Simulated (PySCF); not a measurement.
CH$_{6}$BOP (SMILES CB(O)P), singlet, geometry from GFN2-xTB. Base run: PySCF with B3LYP/6-31G*, polarisability.

The PySCF input:
```python
from pyscf import gto, scf, dft
from pyscf.prop import polarizability

mol = gto.Mole()
mol.atom = '''
    B     0.23219748   -0.31878915    0.27039210
    C     1.63523342   -0.79807055   -0.30089140
    H     2.24791385   -1.30791150    0.44206876
    H     2.21061333    0.03788754   -0.69396155
    H     1.49292562   -1.48927245   -1.13104757
    O    -0.29285895   -0.75105874    1.41859428
    H     0.20504263   -1.37997984    1.94497509
    P    -0.80368579    1.03623497   -0.61196574
    H    -2.03707582    0.45819577   -0.38451633
    H    -0.69364918    0.52839474   -1.89339878
'''
mol.basis = '6-31g*'
mol.verbose = 4
mol.build()

mf = dft.RKS(mol)
mf.xc = 'b3lyp'
mf.kernel()
alpha = mf.Polarizability().polarizability()[2, 2]
print('alpha_zz =', alpha)
```

### Question
The base was run again with changes. Order these runs by alpha_zz (bohr³), lowest first: basis = def2-SVPD | functional = hf | basis = cc-pVDZ | basis = def2-SVP | basis = 6-31G.

### Answer
functional = hf (alpha_zz (bohr³) 44.91), basis = 6-31G (alpha_zz (bohr³) 46.98), basis = def2-SVP (alpha_zz (bohr³) 48.25), basis = cc-pVDZ (alpha_zz (bohr³) 49.50), basis = def2-SVPD (alpha_zz (bohr³) 57.89)

Finite-field rows take the second difference of the energy in a field along z; a small field with loose convergence shows SCF noise divided by the square of the field, and a large one adds hyperpolarisability.
